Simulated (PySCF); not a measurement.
Au2, charge +1, quartet, at a GFN2-xTB geometry of the parent state (such geometries of metal compounds can be far from the true shape) (a state made from the parent by changing its charge; the spin is typed, not shown lowest) (core potentials on Au); R2SCAN/def2-SVP in PySCF.

Input for PySCF:
```python
from pyscf import gto, scf, dft

mol = gto.M(
    atom='''
Au   -0.00000000   -0.00000000   -1.24843889
Au    0.00000000    0.00000000    1.24843889
''',
    basis='def2-svp',
    ecp={'Au': 'def2-svp'},
    charge=1,
    spin=3,
    verbose=4,
)

mf = dft.UKS(mol)
mf.xc = 'r2scan'
mf.kernel()
mf.analyze()
```

Write the output that PySCF gives for this input, abridged.


```
PySCF version 2.14.0

[INPUT] verbose = 4
[INPUT] num. atoms = 2
[INPUT] num. electrons = 37
[INPUT] charge = 1
[INPUT] spin (= nelec alpha-beta = 2S) = 3
[INPUT] symmetry False subgroup None
[INPUT] Mole.unit = angstrom
[INPUT] Symbol           X                Y                Z      unit          X                Y                Z       unit  Magmom
[INPUT]  1 Au     0.000000000000   0.000000000000  -1.248438890000 AA    0.000000000000   0.000000000000  -2.359207585356 Bohr   0.0
[INPUT]  2 Au     0.000000000000   0.000000000000   1.248438890000 AA    0.000000000000   0.000000000000   2.359207585356 Bohr   0.0

nuclear repulsion = 76.5087401042593
number of shells = 24
number of NR pGTOs = 114
number of NR cGTOs = 64
basis = def2-svp
ecp = {'Au': 'def2-svp'}

******** <class 'pyscf.dft.uks.UKS'> ********
method = UKS
initial guess = minao
damping factor = 0
level_shift factor = 0
DIIS = <class 'pyscf.scf.diis.CDIIS'>
diis_start_cycle = 1
diis_space = 8
diis_damp = 0
SCF conv_tol = 1e-09
SCF conv_tol_grad = None
SCF max_cycles = 50
direct_scf = True
direct_scf_tol = 1e-13
number electrons alpha = 20  beta = 17
XC library pyscf.dft.libxc version 7.1.2
    S. Lehtola, C. Steigemann, M. J. T. Oliveira, and M. A. L. Marques,  SoftwareX 7, 1–5 (2018)
XC functionals = r2scan
    J. W. Furness, A. D. Kaplan, J. Ning, J. P. Perdew, and J. Sun,  J. Phys. Chem. Lett. 11, 8208–8215 (2020)
    J. W. Furness, A. D. Kaplan, J. Ning, J. P. Perdew, and J. Sun,  J. Phys. Chem. Lett. 11, 9248–9248 (2020)
    J. W. Furness, A. D. Kaplan, J. Ning, J. P. Perdew, and J. Sun,  J. Phys. Chem. Lett. 11, 8208–8215 (2020)
    J. W. Furness, A. D. Kaplan, J. Ning, J. P. Perdew, and J. Sun,  J. Phys. Chem. Lett. 11, 9248–9248 (2020)
radial grids:
    Treutler-Ahlrichs [JCP 102, 346 (1995); DOI:10.1063/1.469408] (M4) radial grids

becke partition: Becke, JCP 88, 2547 (1988); DOI:10.1063/1.454033
pruning grids: <function nwchem_prune>
grids dens level: 3
symmetrized grids: False
atomic radii adjust function: <function treutler_atomic_radii_adjust>
small_rho_cutoff = 0
Set gradient conv threshold to 3.16228e-05
tot grids = 48616
init E= -247.83928601134

cycle= 1 E= -270.286903714852  delta_E= -22.4  |g|= 1.29  |ddm|= 10.1
cycle= 2 E= -268.9373728847  delta_E= 1.35  |g|= 2.27  |ddm|= 4.82

cycle= 3 E= -271.143152783503  delta_E= -2.21  |g|= 0.0824  |ddm|= 2.96

cycle= 4 E= -271.147875965078  delta_E= -0.00472  |g|= 0.0227  |ddm|= 0.292

cycle= 5 E= -271.148036293175  delta_E= -0.00016  |g|= 0.0144  |ddm|= 0.0318

cycle= 6 E= -271.14810222975  delta_E= -6.59e-05  |g|= 0.00117  |ddm|= 0.0122

cycle= 7 E= -271.14810305719  delta_E= -8.27e-07  |g|= 0.000135  |ddm|= 0.00244

cycle= 8 E= -271.148103073187  delta_E= -1.6e-08  |g|= 2.59e-05  |ddm|= 0.000325

cycle= 9 E= -271.148103073667  delta_E= -4.81e-10  |g|= 2.23e-06  |ddm|= 5.66e-05

Extra cycle  E= -271.148103073669  delta_E= -2.16e-12  |g|= 2.12e-06  |ddm|= 7.18e-06
converged SCF energy = -271.148103073669  <S^2> = 3.7549472  2S+1 = 4.0024729
**** SCF Summaries ****
Total Energy =                        -271.148103073669461
Nuclear Repulsion Energy =              76.508740104259331
One-electron Energy =                 -618.954468603958276
Two-electron Energy =                  271.297625426029470
Two-electron Coulomb Energy =          296.754594559888119
DFT Exchange-Correlation Energy =      -25.456969133858635
**** MO energy ****
                             alpha | beta                alpha | beta
MO #1   energy= -4.40732916739241  | -4.38571053860142  occ= 1 | 1
MO #2   energy= -4.40660963560843  | -4.38498360359033  occ= 1 | 1
MO #3   energy= -2.61975027269926  | -2.58037047550064  occ= 1 | 1
MO #4   energy= -2.60856642284419  | -2.56880370593961  occ= 1 | 1
MO #5   energy= -2.58150315188173  | -2.56574369868409  occ= 1 | 1
MO #6   energy= -2.58150315188172  | -2.56574369868408  occ= 1 | 1
MO #7   energy= -2.58039007723054  | -2.56463475153649  occ= 1 | 1
MO #8   energy= -2.58039007723053  | -2.56463475153648  occ= 1 | 1
MO #9   energy= -0.669753713355881 | -0.618372533166762 occ= 1 | 1
MO #10  energy= -0.609891607896558 | -0.592703981138146 occ= 1 | 1
MO #11  energy= -0.609891607896554 | -0.592703981138141 occ= 1 | 1
MO #12  energy= -0.57559277639288  | -0.54201984361223  occ= 1 | 1
MO #13  energy= -0.575591939582442 | -0.542013356460918 occ= 1 | 1
MO #14  energy= -0.56722656926744  | -0.53120465943865  occ= 1 | 1
MO #15  energy= -0.563732148573513 | -0.531204659438638 occ= 1 | 1
MO #16  energy= -0.563731757648994 | -0.530793123269592 occ= 1 | 1
MO #17  energy= -0.547859455428873 | -0.530789162555109 occ= 1 | 1
MO #18  energy= -0.547859455428866 | -0.493135089720668 occ= 1 | 0
MO #19  energy= -0.532523734436988 | -0.473115595186024 occ= 1 | 0
MO #20  energy= -0.416612583211682 | -0.348527055999265 occ= 1 | 0
MO #21  energy= -0.234003666830254 | -0.206192972955601 occ= 0 | 0
MO #22  energy= -0.234003666830249 | -0.206192972955593 occ= 0 | 0
MO #23  energy= -0.206748002571049 | -0.172198737635834 occ= 0 | 0
MO #24  energy= -0.139809999047175 | -0.115329583844672 occ= 0 | 0
MO #25  energy= -0.139809999047169 | -0.115329583844659 occ= 0 | 0
MO #26  energy= -0.0493271822959134 | -0.0448674448568749 occ= 0 | 0
MO #27  energy= -0.0423446814582817 | -0.0331987504317368 occ= 0 | 0
MO #28  energy= 0.0367474509240262 | 0.0408842307066983 occ= 0 | 0

spin_pop of  0 Au 5s        0.00128
spin_pop of  0 Au 6s        0.86487
spin_pop of  0 Au 7s        0.02097
spin_pop of  0 Au 8s        0.00395
spin_pop of  0 Au 9s        0.00599
spin_pop of  0 Au 10s        0.00545
spin_pop of  0 Au 5px       0.00325
spin_pop of  0 Au 5py       0.00325
spin_pop of  0 Au 5pz       0.00551
spin_pop of  0 Au 6px      -0.00204
spin_pop of  0 Au 6py      -0.00298
spin_pop of  0 Au 6pz       0.02920
spin_pop of  0 Au 7px       0.00063
spin_pop of  0 Au 7py       0.00004
spin_pop of  0 Au 7pz       0.00657
spin_pop of  0 Au 5dxy      0.45921
spin_pop of  0 Au 5dyz     -0.01329
spin_pop of  0 Au 5dz^2    -0.01590
spin_pop of  0 Au 5dxz     -0.01546
spin_pop of  0 Au 5dx2-y2   -0.01293
spin_pop of  0 Au 6dxy      0.09563
spin_pop of  0 Au 6dyz      0.01143
spin_pop of  0 Au 6dz^2     0.01588
spin_pop of  0 Au 6dxz      0.01545
spin_pop of  0 Au 6dx2-y2    0.01264
spin_pop of  0 Au 5f-3      0.00001
spin_pop of  0 Au 5f-2     -0.00001
spin_pop of  0 Au 5f-1      0.00137
spin_pop of  0 Au 5f+0      0.00002
spin_pop of  0 Au 5f+1      0.00002
spin_pop of  0 Au 5f+2     -0.00000
spin_pop of  0 Au 5f+3     -0.00000
spin_pop of  1 Au 5s        0.00128
spin_pop of  1 Au 6s        0.86487
spin_pop of  1 Au 7s        0.02097
spin_pop of  1 Au 8s        0.00395
spin_pop of  1 Au 9s        0.00599
spin_pop of  1 Au 10s        0.00545
spin_pop of  1 Au 5px       0.00325
spin_pop of  1 Au 5py       0.00325
spin_pop of  1 Au 5pz       0.00551
spin_pop of  1 Au 6px      -0.00204
spin_pop of  1 Au 6py      -0.00298
spin_pop of  1 Au 6pz       0.02920
spin_pop of  1 Au 7px       0.00063
spin_pop of  1 Au 7py       0.00004
spin_pop of  1 Au 7pz       0.00657
spin_pop of  1 Au 5dxy      0.45921
spin_pop of  1 Au 5dyz     -0.01329
spin_pop of  1 Au 5dz^2    -0.01590
spin_pop of  1 Au 5dxz     -0.01546
spin_pop of  1 Au 5dx2-y2   -0.01293
spin_pop of  1 Au 6dxy      0.09563
spin_pop of  1 Au 6dyz      0.01143
spin_pop of  1 Au 6dz^2     0.01588
spin_pop of  1 Au 6dxz      0.01545
spin_pop of  1 Au 6dx2-y2    0.01264
spin_pop of  1 Au 5f-3      0.00001
spin_pop of  1 Au 5f-2     -0.00001
spin_pop of  1 Au 5f-1      0.00137
spin_pop of  1 Au 5f+0      0.00002
spin_pop of  1 Au 5f+1      0.00002
spin_pop of  1 Au 5f+2     -0.00000
spin_pop of  1 Au 5f+3     -0.00000
In total            20.00000 | 17.00000

WARN: System has nonzero charge 1; the dipole moment is origin-dependent.
Location of origin: [0. 0. 0.]

Dipole moment(X, Y, Z, Debye): -0.00000,  0.00000, -0.00000
```
